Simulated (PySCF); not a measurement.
Spinor energies of V³⁺ (vanadium, charge +3)

Start: [Ar] 3d1 4s1; 3d5/2 filled at m_j = +5/2; 4s1/2 filled at m_j = +1/2. Calculated with PySCF 2.14 in x2c-TZVPall-2c with one added diffuse shell each of s, p, d type (7s8p5d1f, 63 functions): generalised Hartree-Fock with the X2C-1e Hamiltonian and a Gaussian nucleus; one run each with spin-orbit coupling (SO) switched off, then screened by Boettger's factors. This is a chosen level, not necessarily the ground level.

```tsv
spinor shell	electrons	ε, spin-free (eV)	ε, screened SO (eV)	weight of nominal j (screened SO)	rms radius, screened SO (bohr)
1s1/2	2	-5564.8	-5555.2	1.000	0.0768
2s1/2	2	-703.64	-692.74	1.000	0.332
2p1/2	2	-591.95	-586.06	0.995	0.301
3s1/2	2	-130.25	-121.51	1.000	1.00
3p3/2	4	-96.389	-88.830	0.837	1.08
3p1/2	2	-96.389	-87.751	0.674	1.08
4s1/2	1	-33.517	-47.192	0.000	1.28
3d5/2	1	-54.229	-47.047	1.000	1.28
```

(1) Where does 2p3/2 lie, and what is the 2p spin-orbit splitting (screened SO)?

```tsv
quantity	spin-free	screened SO
E (hartree)	-945.92478	-946.38617
M_J	3	3
⟨J²⟩	12.005	17.884
⟨L²⟩	6.004	12.018
⟨S²⟩	2.001	2.001
```

The determinant has a definite M_J but mixes levels of different J.

Each row is a mean over spinors that exchange with the open shell spreads, by up to 7.259 eV (3p3/2).

Rows whose weight is well below 1 are mixtures of j = l ± 1/2: exchange outweighs spin-orbit coupling there, and the label is only the starting occupation.

Without spin-orbit coupling the j labels of p, d and f shells carry no meaning; the spin-free column gives the mean over the occupied spinors of each nl shell.

Answers

(1) At -578.93 eV, 7.122 eV above 2p1/2.
